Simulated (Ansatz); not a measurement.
Born–Oppenheimer molecular dynamics of HLiO2Zn (5 atoms, charge 0, multiplicity 1). It goes on from the last frame of an earlier run, with new velocities.

Theory: RKS PBE0/def2-SVP (Ansatz 0.2.0).

* ensemble: NVT, Langevin thermostat
* time step: 0.25 fs
* steps asked: 100
* set temperature: 100 K
* friction: 0.02 /fs
* temperature schedule: 25 steps to 100 K, then 75 steps to 200 K
* seed: 524809

First frame:

```xyz
5
Properties=species:S:1:pos:R:3
Li 1.185 -2.424 1.617
O 0.648 -1.018 0.873
Zn -0.052 0.165 -0.171
O -0.272 1.577 -1.268
H -1.120 1.522 -1.724
```

(1) What does the run give?

(2) What happens to the structure?

(3) How do temperature and energy run in time?

Results:

(1) The run went to its last step.

```json
{
  "steps done": "100",
  "time covered": "25 fs",
  "mean temperature over the second half": "126 K",
  "spread of the potential energy over the second half": "3.6 meV per atom",
  "mean potential energy of the second half above the start": "-11.3 meV per atom"
}
```

The schedule's set-point averaged 167 K over the second half and the system 126 K, so it lags behind the ramp. A run of 0.025 ps of so small a system gives no equilibrium averages.

(2) The same pairs are bonded in the first frame and the last. Pairs count as bonded within 1.25 times the sum of covalent radii (0.12 Å more for H–H). Another seed would give other details.

(3) 
```
time (fs)  T (K)  potential energy less start (eV)
      0.0     80                             0.000
      1.2     94                            -0.002
      2.5     93                            -0.008
      3.8    126                            -0.024
      5.0    153                            -0.041
      6.2    168                            -0.053
      7.5    192                            -0.067
      8.8    178                            -0.079
     10.0    198                            -0.081
     11.2    195                            -0.071
     12.5    198                            -0.069
     13.8    155                            -0.060
     15.0    102                            -0.036
     16.2    109                            -0.033
     17.5    105                            -0.039
     18.8    118                            -0.041
     20.0    130                            -0.051
     21.2    125                            -0.064
     22.5    111                            -0.075
     23.8    133                            -0.083
     25.0    162                            -0.091
```

The run took 2.8 min on 1 thread of Intel(R) Xeon(R) Platinum 8488C (Sapphire Rapids) (shared host), peak memory 0.14 GiB.
